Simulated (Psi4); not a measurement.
Psi4 was given this input:
```
memory 2 GB

molecule mol {
0 1
  B     0.000000    0.000000   -0.000000
  H    -1.135864   -0.056950   -0.250068
  H     0.422067   -0.569597    0.923787
  H     0.713797    0.626546   -0.673719
}

set basis def2-svp
set reference rhf

energy('mp4')
print_variables()
```

Q: Estimate the MP2 correlation energy that Psi4 with MP4/def2-SVP returns for this input.

A: -0.0944 Eh

Q: What is the computed nuclear repulsion energy (MP4/def2-SVP)?

A: 7.6037 Eh

Q: What is the computed total energy (MP4/def2-SVP)?

A: -720.7310 eV

Q: Estimate the number of basis functions that MP4/def2-SVP returns for this input.

A: 29
